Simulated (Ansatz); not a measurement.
Two members of one family (Series SiHX3), computed with Ansatz in the gas phase. Binding counts from free atoms in the multiplicity of their measured ground term, without zero-point energy. A dash marks a value that wasn't run or was left out as unsound. The structures are stationary points that may keep the symmetry of their start. Remarks come from the PBE and PBE0 runs and from stability tests at other levels; not every state was tested. HOMO above LUMO (over both spins in singlets and doublets, within one spin in higher multiplets; at PBE or PBE0), or a gap under 0.15 eV within one spin, warns that the state may not be the lowest or that an electron is smeared out.

First: SiH(NHMe)3 (singlet, charge 0, r2SCAN-D4/def2-SVP geometry).

```csv
atom,x (Å),y (Å),z (Å)
Si1,0.3652,-0.0070,0.0437
H2,1.2142,1.2032,-0.2074
N3,0.8104,-1.5646,-0.5531
C4,0.6931,-2.0444,-1.9132
H5,1.4790,-2.0825,0.0115
H6,0.3092,-3.0804,-1.9581
H7,-0.0196,-1.4055,-2.4584
H8,1.6487,-2.0225,-2.4745
N9,-1.1076,0.3738,-0.7886
C10,-1.6187,1.7008,-1.0606
H11,-1.8102,-0.3582,-0.8635
H12,-2.3954,2.0387,-0.3456
H13,-0.7938,2.4300,-1.0067
H14,-2.0488,1.7797,-2.0757
N15,0.4561,-0.2120,1.7634
C16,0.6425,0.8459,2.7336
H17,0.0479,-1.0559,2.1564
H18,1.3101,0.5380,3.5597
H19,1.1182,1.7126,2.2468
H20,-0.3003,1.2103,3.1904
```

```json
{"level": "PBE-D4/def2-SVP", "HOMO (eV)": "-4.61", "LUMO (eV)": "0.95", "gap (eV)": "5.56", "vertical IE (eV)": "–", "vertical triplet (eV)": "–", "binding per atom (eV)": "3.91"}
{"level": "PBE-D4/def2-TZVP", "HOMO (eV)": "-4.83", "LUMO (eV)": "0.32", "gap (eV)": "5.15", "vertical IE (eV)": "7.53", "vertical triplet (eV)": "5.23", "binding per atom (eV)": "3.90"}
{"level": "revPBE-D4/def2-TZVP", "HOMO (eV)": "-4.78", "LUMO (eV)": "0.40", "gap (eV)": "5.18", "vertical IE (eV)": "7.56", "vertical triplet (eV)": "–", "binding per atom (eV)": "3.81"}
{"level": "r2SCAN-D4/def2-TZVP", "HOMO (eV)": "-5.09", "LUMO (eV)": "1.00", "gap (eV)": "6.08", "vertical IE (eV)": "–", "vertical triplet (eV)": "5.52", "binding per atom (eV)": "3.82"}
{"level": "B3LYP-D4/6-31G", "HOMO (eV)": "-5.63", "LUMO (eV)": "2.01", "gap (eV)": "7.64", "vertical IE (eV)": "–", "vertical triplet (eV)": "–", "binding per atom (eV)": "3.67"}
```

Remarks: gap within one spin near zero at PBE or PBE0 (+1 doublet), gap within one spin near zero at PBE or PBE0 (triplet).

Second: SiH(NHEt)3 (singlet, charge 0, r2SCAN-D4/def2-SVP geometry).

```xyz
29

Si   -0.004    0.244    0.020
H     0.226   -1.238    0.161
N     1.505    0.989   -0.371
C     2.811    0.576    0.102
C     3.665   -0.093   -0.971
H     1.522    1.657   -1.136
H     3.367    1.434    0.532
H     2.664   -0.127    0.944
H     3.164   -0.994   -1.359
H     4.655   -0.382   -0.580
H     3.828    0.593   -1.822
N    -0.626    0.908    1.491
C    -1.632    0.292    2.334
C    -1.063   -0.380    3.581
H    -0.075    1.629    1.948
H    -2.398    1.036    2.637
H    -2.175   -0.455    1.726
H    -0.349   -1.172    3.303
H    -1.859   -0.829    4.199
H    -0.525    0.352    4.206
N    -1.158    0.535   -1.232
C    -1.256   -0.184   -2.487
C    -2.444   -1.139   -2.551
H    -1.953    1.129   -1.015
H    -1.305    0.520   -3.342
H    -0.319   -0.752   -2.630
H    -2.378   -1.895   -1.751
H    -2.494   -1.661   -3.521
H    -3.393   -0.591   -2.416
```

Problem. Estimate the same table for the second.

Solution. 
```
              level  HOMO (eV)  LUMO (eV)  gap (eV)  vertical IE (eV)  vertical triplet (eV)  binding per atom (eV)
    PBE-D4/def2-SVP      -4.64       0.95      5.59                 –                      –                   4.06
   PBE-D4/def2-TZVP      -4.86       0.37      5.23              7.32                   5.29                   4.04
revPBE-D4/def2-TZVP      -4.80       0.47      5.26              7.36                      –                   3.96
r2SCAN-D4/def2-TZVP      -5.11       0.95      6.05                 –                   5.63                   3.96
     B3LYP-D4/6-31G      -5.59       1.99      7.58                 –                      –                   3.84
```

Remarks: gap within one spin near zero at PBE or PBE0 (triplet).
